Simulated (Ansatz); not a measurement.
`[AlH2]/[N]=C\[SiH3]` + `CC(O)O` → `CC(O)[O][AlH2]` + `N=C[SiH3]`  (ligand exchange at the Al–N bond)

Gas-phase electronic energies from Ansatz, PBE0-D4/def2-TZVP geometries. CBS: MP2 limit from def2 TZ/QZ plus the TZ coupled-cluster correction, frozen cores. One conformer a species, not always the lowest.

```tsv
species	SCS-MP2/def2-QZVPP energy (Eh)
`[AlH2]/[N]=C\[SiH3]`	-627.34294
`CC(O)O`	-229.95696
`CC(O)[O][AlH2]`	-472.59572
`N=C[SiH3]`	-384.72517
```

(1) Work out ΔE.

Largest T1 diagnostic among the species: 0.015.

Answers

(1) ΔE = (-472.59572) + (-384.72517) − (-627.34294) − (-229.95696) = -0.02099 Eh = -55.1 kJ/mol. CCSD(T)/CBS gives -53.3 kJ/mol.

Leaving LDA and LC-ωPBE aside and taking each functional with its dispersion term where it has one, the values, not all of them listed here, spread over 13.0 kJ/mol, from ωB97X-V to PBE-D4. From BLYP to BHLYP (50 % exact exchange), in def2-TZVPP and without D4, ΔE moves by −8.9 kJ/mol.
